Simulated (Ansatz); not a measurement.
A nudged elastic band was laid between two geometries of GaH₅O₂ (8 atoms, charge 0, multiplicity 1).

All numbers below come from RKS B3LYP/def2-SVP in Ansatz.

```yaml
movable_images: 7
climbing_image: yes
spring: 5.0 eV/Å²
optimiser: quadratic models (default)
start_path: through a guess of the saddle point
force_threshold: 0.05 eV/Å
iteration_limit: 60
end_points: relaxed
```

Image 0:

```xyz
8
Properties=species:S:1:pos:R:3
Ga -0.296 -0.159 0.127
H -0.254 -1.161 1.344
O 1.370 0.294 -0.568
H 2.090 -0.318 -0.374
H -1.485 0.129 -0.845
O 0.059 1.781 1.033
H 0.925 1.697 0.555
H 0.265 1.775 1.979
```

Image 8:

```xyz
8
Properties=species:S:1:pos:R:3
Ga 0.252 0.323 -0.713
H -0.919 0.567 3.764
O 1.939 0.171 -1.294
H 2.048 -0.324 -2.116
H -1.024 -0.249 -1.386
O 0.128 1.250 0.812
H 0.978 1.573 1.142
H -0.728 0.727 3.043
```

**Question.** What changes between the two ends?

**Answer.** Bonds broken: Ga1–H2, O6–H8. Bonds formed: H2–H8. GaH5O2 becomes GaH3O2 + H2.

**Question.** Give the energies along the band, and the barrier.

**Answer.** The run converged. The highest image is number 3 of 0 to 8, 1.20 eV above the first end and 0.98 eV above the last; the last end lies 0.23 eV above the first. Beside the main top the profile has a ripple of under 15 meV (maxima at images 1, 3), which may be a very shallow well or noise. A vibrational analysis at the climbing image gives one clearly imaginary mode, 1252i cm⁻¹: a first-order saddle point. The orbitals stay closed-shell, which can raise the energy where a bond breaks towards radicals; this wasn't checked here.

```
image  path coordinate (Å)  energy (eV)  Ga1–H2 (Å)  O6–H8 (Å)  H2–H8 (Å)
    0                 0.00         0.00        1.58       0.97       3.05
    1                 1.28         0.07        1.57       0.97       3.52
    2                 2.56         0.06        1.58       0.97       2.39
    3                 3.83         1.20        1.86       1.31       1.00
    4                 4.69         0.35        2.54       2.16       0.77
    5                 5.55         0.25        3.35       2.54       0.76
    6                 6.40         0.23        3.91       2.51       0.76
    7                 7.26         0.23        4.35       2.47       0.76
    8                 8.11         0.23        4.63       2.45       0.76
```

**Question.** What is the geometry of the highest image?

**Answer.** 
```xyz
8
Properties=species:S:1:pos:R:3
Ga -0.029 0.223 -0.016
H -0.237 -0.236 1.770
O 1.697 -0.048 -0.433
H 1.858 -0.673 -1.150
H -1.280 -0.115 -0.875
O -0.042 1.854 1.060
H 0.830 2.275 1.126
H -0.123 0.759 1.769
```

The band took 22 iterations and roughly 13 core-minutes.

Run time: 6.8 min on 2 threads of Arm Neoverse N1 (shared host), peak memory 0.18 GiB.
